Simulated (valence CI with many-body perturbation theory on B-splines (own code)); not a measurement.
**Au XLVII: E2, M1, M2 decay**

Method: configuration interaction combined with many-body perturbation theory (CI+MBPT): five valence electrons over a frozen Dirac-Fock core [Ar] 3d10, radial functions for each j: 11 s, 11 p, 10 d, 8 f, 5 g, 2 h, with the one-electron correlation potential Σ1 (screened to all orders), the two-electron term Σ2, the three-electron term Σ3, Breit, model QED; selected single and double excitations, second order for the rest, scaled by the run's own slope (own B-spline code, finite nucleus).

The last digits are not significant, and no measured levels were compared; by estimate large intervals hold to a few tenths of a per cent, small ones and those within an open d or f shell to about a per cent. Among the levels kept, up to 2100 cm⁻¹ of a level comes from second order outside the variational space, and about a tenth of that is noise between levels of different J, which matters for small intervals.

Lines 1 to 20 of 20 in falling wavelength, among levels below 667.08 eV, chosen from the decays that carry over 1 % of a level's rate. Wavelengths and rates use the calculated energies. Electric multipoles are in the length gauge with retardation, E1 and E2 with the static RPA response of the core. M1 uses the relativistic operator with retardation. Weak lines are less certain than strong ones. Lines between different terms over intervals too small for the method are left out, as are lines whose strength nearly cancels.

Levels are named by their leading jj configuration (3d3/2^4 stands for four electrons in 3d with j = 3/2), which in mixed levels can hold well under half, so a name can repeat and another be missing. Letters in brackets count levels of one name in rising energy.

```
λ vac (nm)                               Upper                               Lower  Type   A (s⁻¹)  Branch %
     42.42      (4s^2 4p1/2 4p3/2 4d5/2) J=9/2      (4s^2 4p1/2 4p3/2 4d3/2) J=7/2    M1  1.49e+05      26.1
     13.18      (4s^2 4p1/2 4p3/2 4d5/2) J=9/2          (4s 4p1/2^2 4p3/2^2) J=5/2    E2  6.76e+03       1.2
     10.60          (4s^2 4p3/2^2 4d5/2) J=9/2  (4s^2 4p1/2 4p3/2 4d5/2) J=7/2 [b]    M1  5.83e+06      22.1
     10.22  (4s^2 4p1/2 4p3/2 4d5/2) J=7/2 [a]          (4s^2 4p1/2^2 4d5/2) J=5/2    M1  1.14e+07       1.1
     9.682      (4s^2 4p1/2 4p3/2 4d5/2) J=9/2          (4s^2 4p1/2^2 4d5/2) J=5/2    E2  4.03e+05      70.4
     9.636          (4s^2 4p1/2 4p3/2^2) J=3/2          (4s^2 4p1/2^2 4p3/2) J=3/2    M1  2.08e+07      98.8
     9.636          (4s^2 4p1/2 4p3/2^2) J=3/2          (4s^2 4p1/2^2 4p3/2) J=3/2    E2  2.47e+05       1.2
     9.555                (4s^2 4p3/2^3) J=3/2          (4s^2 4p1/2 4p3/2^2) J=1/2    M1  5.23e+06      11.9
     9.413          (4s^2 4p3/2^2 4d5/2) J=9/2      (4s^2 4p1/2 4p3/2 4d5/2) J=9/2    M1  9.09e+06      34.4
     9.413          (4s^2 4p3/2^2 4d5/2) J=9/2      (4s^2 4p1/2 4p3/2 4d5/2) J=9/2    E2  5.22e+05       2.0
     9.208          (4s^2 4p1/2 4p3/2^2) J=5/2          (4s^2 4p1/2^2 4p3/2) J=3/2    M1  3.61e+06      78.6
     9.208          (4s^2 4p1/2 4p3/2^2) J=5/2          (4s^2 4p1/2^2 4p3/2) J=3/2    E2  9.84e+05      21.4
     9.028                (4s^2 4p3/2^3) J=3/2          (4s^2 4p1/2 4p3/2^2) J=5/2    M1  6.07e+06      13.8
     9.028                (4s^2 4p3/2^3) J=3/2          (4s^2 4p1/2 4p3/2^2) J=5/2    E2  1.76e+06       4.0
     8.956          (4s^2 4p3/2^2 4d5/2) J=9/2  (4s^2 4p1/2 4p3/2 4d5/2) J=7/2 [a]    M1  7.34e+06      27.8
     8.956          (4s^2 4p3/2^2 4d5/2) J=9/2  (4s^2 4p1/2 4p3/2 4d5/2) J=7/2 [a]    E2  4.77e+05       1.8
     8.718          (4s^2 4p1/2 4p3/2^2) J=1/2          (4s^2 4p1/2^2 4p3/2) J=3/2    M1  1.26e+07      93.3
     8.718          (4s^2 4p1/2 4p3/2^2) J=1/2          (4s^2 4p1/2^2 4p3/2) J=3/2    E2  9.06e+05       6.7
     8.651                (4s^2 4p3/2^3) J=3/2          (4s^2 4p1/2 4p3/2^2) J=3/2    M1  2.53e+07      57.6
     6.185      (4s^2 4p1/2 4p3/2 4d5/2) J=9/2          (4s^2 4p1/2 4p3/2^2) J=5/2    M2  1.09e+04       1.9
```
